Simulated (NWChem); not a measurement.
Everything below was run with NWChem. System: HCl2NOW, charge 0, spin multiplicity 1, displaced from the optimised geometry. The structure started from a generated list of species. Level: B3LYP/def2-SVP with def2 effective core potentials on W, VWN1-RPA local correlation.

The NWChem input:

```
start mol
memory heap 200 mb stack 800 mb global 1000 mb
geometry units angstroms nocenter noautoz
  W     -0.144023     0.142168     0.000000
  O     -1.875926    -0.015073     0.000000
  N      0.248539     1.884610     0.000000
  H     -0.087188     2.868770     0.000000
  Cl     0.706250    -0.778260    -1.981841
  Cl     0.706250    -0.778260     1.981841
  symmetry group Cs
end
basis spherical
  * library def2-svp
end
ecp
  W library def2-ecp
end
dft
  xc b3lyp
  semidirect memsize 60000000 filesize 0
  iterations 100
  vectors input hcore
end
task dft gradient
```

NWChem printed:

```
             Northwest Computational Chemistry Package (NWChem) 7.3.0
             --------------------------------------------------------

                                NWChem Input Module
                                -------------------

 Scaling coordinates for geometry "geometry" by  1.889725989
 (inverse scale =  0.529177249)

 Turning off AUTOSYM since
 SYMMETRY directive was detected!

                             Geometry "geometry" -> ""
                             -------------------------

 Output coordinates in angstroms (scale by  1.889725989 to convert to a.u.)

  No.       Tag          Charge          X              Y              Z
 ---- ---------------- ---------- -------------- -------------- --------------
    1 W                   74.0000    -0.14402300     0.14216800     0.00000000
    2 O                    8.0000    -1.87592600    -0.01507300     0.00000000
    3 N                    7.0000     0.24853900     1.88461000     0.00000000
    4 H                    1.0000    -0.08718800     2.86877000     0.00000000
    5 Cl                  17.0000     0.70625000    -0.77826000    -1.98184100
    6 Cl                  17.0000     0.70625000    -0.77826000     1.98184100

 Effective nuclear repulsion energy (a.u.)    1054.4837287914

            Nuclear Dipole moment (a.u.)
            ----------------------------
        X                 Y               Z
 ---------------- ---------------- ----------------
    -0.0000472431     0.0000907068     0.0000000000

      Symmetry information
      --------------------

 Group name             Cs
 Group number              2
 Group order               2
 No. of unique centers     5

      Symmetry unique atoms

     1    2    3    4    5


 Summary of "ao basis" -> "" (spherical)
 ------------------------------------------------------------------------------
       Tag                 Description            Shells   Functions and Types
 ---------------- ------------------------------  ------  ---------------------
 *                          def2-svp                  on all atoms

                                 NWChem DFT Module
                                 -----------------

 Summary of "ao basis" -> "ao basis" (spherical)
 ------------------------------------------------------------------------------
       Tag                 Description            Shells   Functions and Types
 ---------------- ------------------------------  ------  ---------------------
 W                          def2-svp                12       32   6s3p2d1f
 O                          def2-svp                 6       14   3s2p1d
 N                          def2-svp                 6       14   3s2p1d
 H                          def2-svp                 3        5   2s1p
 Cl                         def2-svp                 8       18   4s3p1d

 Summary of "ao basis" -> "ao basis" (spherical)
 ------------------------------------------------------------------------------
       Tag                 Description            Shells   Functions and Types
 ---------------- ------------------------------  ------  ---------------------
 W                          def2-svp                12       32   6s3p2d1f
 O                          def2-svp                 6       14   3s2p1d
 N                          def2-svp                 6       14   3s2p1d
 H                          def2-svp                 3        5   2s1p
 Cl                         def2-svp                 8       18   4s3p1d

      Symmetry analysis of basis
[...]
    38     -0.334473  2 O  pz                41     -0.299996  2 O  pz
    55      0.227062  3 N  pz                52     -0.218975  3 N  pz
    24      0.134415  1 W  d  1              77     -0.110221  5 Cl py
    95      0.110221  6 Cl py                76     -0.091986  5 Cl px

 Vector   35  Occ=0.000000D+00  E=-8.042404D-02  Symmetry=a"
              MO Center= -3.5D-03,  3.7D-01, -1.1D-13, r^2= 2.8D+00
   Bfn.  Coefficient  Atom+Function         Bfn.  Coefficient  Atom+Function
  ----- ------------  ---------------      ----- ------------  ---------------
    17      0.744186  1 W  d -1              19      0.375478  1 W  d  1
    55     -0.317963  3 N  pz                52      0.307662  3 N  pz
    78     -0.278329  5 Cl pz                96     -0.278329  6 Cl pz
    69     -0.216638  5 Cl s                 87      0.216638  6 Cl s
    22      0.208807  1 W  d -1              75     -0.134204  5 Cl pz

 center of mass
 --------------
 x =  -0.02462530 y =   0.00505894 z =   0.00000000

 moments of inertia (a.u.)
 ------------------
        1352.732054074408         126.552497645289           0.000000000000
         126.552497645289        1323.099291774132           0.000000000000
           0.000000000000           0.000000000000         713.932414635499

     Multipole analysis of the density
     ---------------------------------

     L   x y z        total         alpha         beta         nuclear
     -   - - -        -----         -----         ----         -------
     0   0 0 0      0.000000    -32.000000    -32.000000     64.000000

     1   1 0 0      0.259214     -8.035290     -8.035290     16.329793
     1   0 1 0      0.632966      8.376195      8.376195    -16.119423
     1   0 0 1     -0.000000     -0.000000     -0.000000      0.000000

     2   2 0 0    -48.514922   -106.109852   -106.109852    163.704783
     2   1 1 0     -1.039880     27.548173     27.548173    -56.136227
     2   1 0 1      0.000000      0.000000      0.000000      0.000000
     2   0 2 0    -40.047113   -116.389300   -116.389300    192.731486
     2   0 1 1      0.000000      0.000000      0.000000      0.000000
     2   0 0 2    -46.652131   -261.768864   -261.768864    476.885597

            General Information
            -------------------
          SCF calculation type: DFT
          Wavefunction type:  closed shell.
          No. of atoms     :     6
          No. of electrons :    64
           Alpha electrons :    32
            Beta electrons :    32
          Charge           :     0
          Spin multiplicity:     1
          Use of symmetry is: on ; symmetry adaption is: on
          Maximum number of iterations: 100
          AO basis - number of functions:   101
                     number of shells:    43
          Convergence on energy requested:  1.00D-06
          Convergence on density requested:  1.00D-05
          Convergence on gradient requested:  5.00D-04

              XC Information
              --------------
                         B3LYP Method XC Potential
                     Hartree-Fock (Exact) Exchange  0.200
                        Slater Exchange Functional  0.800 local
                    Becke 1988 Exchange Functional  0.720 non-local
              Lee-Yang-Parr Correlation Functional  0.810
                  VWN I RPA Correlation Functional  0.190 local

             Grid Information
             ----------------
          Grid used for XC integration:  medium
          Radial quadrature: Mura-Knowles
          Angular quadrature: Lebedev.
          Tag              B.-S. Rad. Rad. Pts. Rad. Cut. Ang. Pts.
          ---              ---------- --------- --------- ---------
          W                   1.35      123           9.0       590
          O                   0.60       49          10.0       434
          N                   0.65       49           9.0       434
          H                   0.35       45          11.0       434
          Cl                  1.00       88          11.0       590
          Grid pruning is: on
          Number of quadrature shells:   354
          Spatial weights used:  Erf1

          Convergence Information
          -----------------------
          Convergence aids based upon iterative change in
          total energy or number of iterations.
          Levelshifting, if invoked, occurs when the
          HOMO/LUMO gap drops below (HL_TOL):  1.00D-02
          DIIS, if invoked, will attempt to extrapolate
          using up to (NFOCK): 10 stored Fock matrices.

                    Damping( 0%)  Levelshifting(0.5)       DIIS
                  --------------- ------------------- ---------------
          dE  on:    start            ASAP                start
          dE off:    2 iters        100 iters           100 iters

      Screening Tolerance Information
      -------------------------------
          Density screening/tol_rho:  1.00D-10
          AO Gaussian exp screening on grid/accAOfunc:  14
          CD Gaussian exp screening on grid/accCDfunc:  20
          XC Gaussian exp screening on grid/accXCfunc:  20
          Schwarz screening/accCoul:  1.00D-08

                            NWChem DFT Gradient Module
                            --------------------------

  charge          =   0.00
  wavefunction    = closed shell

  Using symmetry

                         DFT ENERGY GRADIENTS

    atom               coordinates                        gradient
                 x          y          z           x          y          z
   1 W      -0.272164   0.268659   0.000000    0.020476  -0.019603   0.000000
   2 O      -3.544986  -0.028484   0.000000   -0.038278  -0.002757   0.000000
   3 N       0.469671   3.561396   0.000000    0.010537   0.019353   0.000000
   4 H      -0.164761   5.421189   0.000000   -0.004142   0.015580   0.000000
   5 Cl      1.334619  -1.470698  -3.745136    0.005703  -0.006286  -0.013549
   6 Cl      1.334619  -1.470698   3.745136    0.005703  -0.006286   0.013549

                 ----------------------------------------
                 |  Time  |  1-e(secs)   |  2-e(secs)   |
                 ----------------------------------------
                 |  CPU   |       0.05   |       9.81   |
                 ----------------------------------------
                 |  WALL  |       0.05   |       9.81   |
                 ----------------------------------------

 Task  times  cpu:       22.0s     wall:       22.0s

 Total times  cpu:       22.0s     wall:       22.0s
```
